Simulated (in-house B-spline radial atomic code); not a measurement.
**Ionising Mo2+ with different functionals**

Computed with a radial B-spline atomic code at the basis-set limit: scalar-relativistic (spin-free X2C) Hamiltonian, Fermi nucleus of rms radius 4.4091 fm, spin-polarised at highest spin, spherical fractional occupations for the functionals, the average over the highest-spin determinants for Hartree-Fock. The ionisation energy is the difference of two self-consistent energies, [Kr] 4d4 → [Kr] 4d3, without Breit or QED terms; ε is the level of the shell that loses the electron (its least bound occupied spin orbital). There is no spin-orbit coupling in this Hamiltonian.

Hybrids are left out here: with spherical fractional occupations of an open shell their exact exchange keeps a self-interaction that integer-occupation calculations don't have.

```csv
method,rung,ΔSCF (eV),-ε(4d) (eV)
Hartree-Fock,Hartree-Fock,26.60,27.51
LDA VWN5,LDA,?,?
LDA PW92,LDA,27.91,22.03
LDA exchange-only,LDA,26.79,20.99
PBE,GGA,27.83,21.93
PBEsol,GGA,27.81,21.92
BLYP,GGA,27.56,21.65
RPBE,GGA,27.78,21.88
PW91,GGA,27.89,21.99
BP86,GGA,27.86,21.97
AM05,GGA,27.77,21.88
OLYP,GGA,27.81,21.85
TPSS,meta-GGA,27.72,21.83
SCAN,meta-GGA,27.93,22.07
r2SCAN,meta-GGA,?,?
revTPSS,meta-GGA,27.68,21.79
```

What does LDA VWN5 give?

ΔSCF 27.92 eV, and -ε(4d) = 22.03 eV.

What does r2SCAN give?

ΔSCF 27.96 eV, and -ε(4d) = 22.10 eV.

How do they compare with the NIST value?

NIST lists 27.1 eV ± 0.12 (semi-empirical, ground level to ground level). Errors run from -0.53 to +0.83 eV; BLYP is closest (+0.43 eV), though others lie within the uncertainty of it, and part of that can be cancellation, since the calculations leave out spin-orbit coupling, Breit-QED terms, multiplet and fine-structure energies. Hartree-Fock also lacks correlation.
